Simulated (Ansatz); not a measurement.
Basis sets compared for TaSi₆⁺ (the lowest singlet isomer of a short search). Total charge 1; singlet. Geometry PBE-D4/def2-SVP. Ansatz on 4 threads of Arm Neoverse V2 on a shared host; times are rough, and most runs start from earlier orbitals.

```xyz
7

Ta    0.072   -1.444    1.189
Si    1.869    0.308    1.134
Si    1.082   -1.575   -1.105
Si   -0.770    0.877    1.242
Si   -1.426   -0.693   -0.625
Si   -1.481    1.776   -0.973
Si    0.655    0.750   -0.861
```

In the def2 sets Ta takes a core potential; there is no spin–orbit coupling. The restricted singlet is unstable towards broken spin symmetry in Hartree–Fock (as tested in another run); at PBE-D4/def2-SVP, PBE-D4/def2-TZVP, PBE0-D4/def2-SVP, PBE0-D4/def2-TZVP this wasn't settled. No other spin state of charge 1 was run. The structure comes from a short search, and lower isomers may exist.

```json
{"level": "PBE-D4/def2-SVP", "functions": "140", "energy (Eh)": "-1792.3395", "HOMO (eV)": "-9.78", "LUMO (eV)": "-8.50", "wall time": "2.7 s"}
{"level": "PBE0-D4/def2-SVP", "functions": "140", "energy (Eh)": "-1792.4156", "HOMO (eV)": "-10.65", "LUMO (eV)": "-7.81", "wall time": "3.7 s"}
```

Question: Estimate the rows for PBE-D4/def2-TZVP (with forces), PBE0-D4/def2-TZVP.

Answer: 
| level | functions | energy (Eh) | HOMO (eV) | LUMO (eV) | wall time |
| --- | --- | --- | --- | --- | --- |
| PBE-D4/def2-TZVP (with forces) | 262 | -1792.9611 | -9.58 | -8.33 | 6.5 s |
| PBE0-D4/def2-TZVP | 262 | -1793.0369 | -10.43 | -7.60 | 12 s |
